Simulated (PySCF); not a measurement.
C2H2F2, SMILES F/C=C/F.

Geometry: TPSSh-D3(BJ)/def2-SVP.

Level of theory: TPSSh-D3(BJ)/def2-SVP in PySCF.

Frequencies are harmonic and unscaled.

Computed vibrational spectrum:
| mode | ν (cm⁻¹) | IR (km/mol) | Raman (Å⁴/amu) | depolarisation | moving atoms (share of kinetic energy) |
|---|---|---|---|---|---|
| 1 | 311 | 12.0 | 0.0 | – | C 48 %, F 38 %, H 13 % |
| 2 | 341 | 4.7 | 0.0 | – | C 54 %, F 41 % |
| 3 | 556 | 0.0 | 5.2 | 0.53 | F 79 %, C 17 % |
| 4 | 809 | 0.0 | 10.9 | 0.75 | C 50 %, H 48 % |
| 5 | 914 | 63.0 | 0.0 | – | H 92 %, C 8 % |
| 6 | 1173 | 0.0 | 5.4 | 0.23 | C 57 %, F 30 %, H 14 % |
| 7 | 1199 | 276.5 | 0.0 | – | C 43 %, F 38 %, H 19 % |
| 8 | 1296 | 0.0 | 16.4 | 0.58 | H 80 %, C 19 % |
| 9 | 1296 | 42.9 | 0.0 | – | H 69 %, C 26 % |
| 10 | 1766 | 0.0 | 21.7 | 0.12 | C 89 %, H 9 % |
| 11 | 3217 | 12.4 | 0.0 | – | H 92 % |
| 12 | 3225 | 0.0 | 155.9 | 0.27 | H 90 %, C 10 % |
